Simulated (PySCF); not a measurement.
# A search over the determinants of BeP⁻

Unrestricted PBE0; PySCF, no relativity, basis sets Be aug-pcseg-1, P aug-pcseg-1. Outer shells of the fragments: Be 2s2; P− 3s2 3p4.

Followed along the bond (rough minima from three points):

| 2Ms+1 | unpaired | ⟨S²⟩ at the start | R at minimum (Å) | Te (eV) |
| --- | --- | --- | --- | --- |
| 3 | σ ↑, π ↑ | 2.01 | 1.98 | 0.00 |
| 1 | σ ↑, π ↓ | 1.02 | 1.98 | 0.06 |
| 1 | none | 0.00 | 1.87 | 0.41 |

Solutions found at the starting distance of 2.125 Å, counted from the lowest of them; the search is not exhaustive and high or unbound solutions are not listed, so other states can lie among these:

| 2Ms+1 | unpaired | term | E (eV) | ⟨S²⟩ | ⟨Lz²⟩ | μ (D) |
| --- | --- | --- | --- | --- | --- | --- |
| 3 | σ ↑, π ↑ | ³Π | 0.00 | 2.01 | 1.02 | 1.49 |
| 1 | σ ↑, π ↓ | mixed | 0.06 | 1.02 | 1.01 | 1.50 |
| 1 | none | ¹Σ⁺ | 0.70 | 0.00 | 0.00 | -1.18 |
| 3 | σ ↑↑ | ³Σ⁺ | 1.70 | 2.05 | 0.00 | 1.44 |

A term symbol is given only where ⟨S²⟩ and ⟨Lz²⟩ are close to those of a pure state; real π, δ and φ orbitals otherwise mix terms. A positive dipole points towards P; it is taken about the centre of mass and depends on that origin.
